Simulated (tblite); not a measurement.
Species: C6H10FO (charge +1).
Numbering: `[CH2:1]=[CH:2][C+:3]([CH3:4])[C@@H:5]([F:6])[O:7][CH3:8]` (hydrogens: H9, H10 on C1; H11 on C2; H12, H13, H14 on C4; H15 on C5; H16, H17, H18 on C8)

Structure optimised with GFN2-xTB, isolated species.

What internal coordinates does the optimisation give?

```tsv
bond	length (Å)	order
C1=C2	1.356	double
C2–C3	1.410	single
C3–C4	1.443	single
C3–C5	1.503	single
C5–F6	1.375	single
C5–O7	1.358	single
O7–C8	1.432	single
C1–H9	1.079	single
C1–H10	1.080	single
C2–H11	1.085	single
C4–H12, C4–H13	1.090	single
C4–H14	1.104	single
C5–H15	1.122	single
C8–H16, C8–H17, C8–H18	1.090	single
```

Bonds in one row agree within 0.01 Å and their mean is given. Orders are formal, as drawn. A selection of angles:
```tsv
angle	degrees
C1–C2–C3	126.7
C2–C3–C4	121.3
C2–C3–C5	123.5
C4–C3–C5	115.2
C3–C5–F6	111.9
C3–C5–O7	110.7
F6–C5–O7	111.7
C5–O7–C8	116.1
```

Torsions: C1–C2–C3–C4 -174° (antiperiplanar); C2–C3–C5–F6 28° (synperiplanar); C3–C5–O7–C8 175° (antiperiplanar).

The C–O distances run from 1.358 Å (C5–O7, drawn single) to 1.432 Å (O7–C8, drawn single), a spread of 0.074 Å. C2 (carbon bonded to 2 C and H) is planar (angles 126.7°, 118.3° and 115.1°, sum 360.0°, 0.00 Å off the plane of its three neighbours). C1 (carbon bonded to C and 2 H) is planar (angles 123.6°, 120.0° and 116.4°, sum 360.0°, 0.01 Å off the plane of its three neighbours). Of the pairs four or more bonds apart, F6···H9 is among the closest relative to their van der Waals radii: 2.26 Å, 85 % of the sum of Bondi's values. C3 (carbon bonded to 3 C) is planar (angles 123.5°, 121.3° and 115.2°, sum 360.0°, 0.02 Å off the plane of its three neighbours). The 4 C–C bonds span 1.356 Å (C1=C2, drawn double in one of several resonance forms) to 1.503 Å (C3–C5, drawn single), a spread of 0.147 Å.

Point group: C1 (no symmetry element, even within 0.4 Å). Its GFN2-xTB frequencies are all real (lowest 56 cm⁻¹). 3 starts were optimised and ended at 0.00, 0.10 and 3.17 kcal/mol (GFN2-xTB); the lowest of these is shown.

Time: 0.77 s. Hardware: Arm Neoverse V1, one thread, shared host with 32 logical CPUs at a one-minute load of 46. That covers the optimisation of the geometry.

One conformer stands for the species.

The numbers are calculated, not measured.
